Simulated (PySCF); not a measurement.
C3H11FSi2, SMILES C[SiH2]CC[SiH2]F (GFN2-xTB optimised geometry):

```
17

Si    -1.529     1.243     0.000
F     -2.044     0.626     1.400
C      0.368     1.243     0.000
C      1.029    -0.097    -0.340
Si     0.687    -1.515     0.893
C      0.953    -0.908     2.671
H     -2.066     2.599     0.000
H     -2.110     0.380    -1.018
H      0.715     1.995    -0.715
H      0.723     1.574     0.979
H      2.110     0.058    -0.404
H      0.713    -0.408    -1.337
H      1.634    -2.599     0.584
H     -0.683    -2.012     0.723
H      0.905    -1.734     3.374
H      1.920    -0.428     2.795
H      0.186    -0.194     2.956
```

Calculation: PBE0/def2-SVP in PySCF.

### Question
What are the frontier orbital energies and the dipole moment?

### Answer
HOMO-2 -8.91 eV, HOMO-1 -8.72 eV, HOMO -8.22 eV, LUMO 0.67 eV, LUMO+1 1.27 eV; dipole moment 1.93 D.

On the same geometry PBE/def2-SVP (PySCF 2.14.0) gives HOMO-2 -7.54 eV, HOMO-1 -7.35 eV, HOMO -6.89 eV, LUMO -0.22 eV, LUMO+1 0.43 eV; dipole moment 1.82 D.

Meta-Löwdin charges at PBE0/def2-SVP: Si1 0.91, F2 -0.49, C3 -0.42, C4 -0.40, Si5 0.61, C6 -0.55, H7 -0.12, H8 -0.12, H9 0.11, H10 0.11, H11 0.11, H12 0.10, H13 -0.11, H14 -0.11, H15 0.12, H16 0.11, H17 0.12.
